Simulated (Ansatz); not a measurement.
System: AlN, charge 0, triplet. AlN (SMILES [N]=[Al], triplet).
B3LYP-D3(BJ)/def2-TZVP minimum from Ansatz (a program for electronic structure):
```
Al
N 1 1.7925
```
Charge 0, spin multiplicity 3.

Total energies in cc-pV(D+d)Z, 8 correlated electrons, 6 frozen orbitals. Radicals and triplets start from unrestricted determinants; spin-orbit coupling is neglected. Cores are frozen in correlated methods. No relativity. The UHF reference of AlN ([N]=[Al], triplet) is spin-contaminated (<S^2> up to 0.07 over the pure value in the sets run). The determinant of AlN ([N]=[Al], triplet) is a saddle point of the SCF energy; a lower one exists, which strains HF and MP2.

```csv
method,program,energy (Eh),minus CCSDTQ (mEh)
HF,Ansatz,-296.27612,191.54
MP2,Ansatz,-296.42379,43.87
CCSD,Ansatz,-296.45794,9.73
CCSD(T),Ansatz,-296.46466,3.01
CCSDT(Q),Ansatz,-296.46781,-0.14
CCSDTQ,Ansatz,-296.46767,0.00
```

Rough core times of Ansatz's runs on a shared machine: CCSD(T) under 20 s, CCSDT(Q) 30 s, CCSDTQ 9 min.
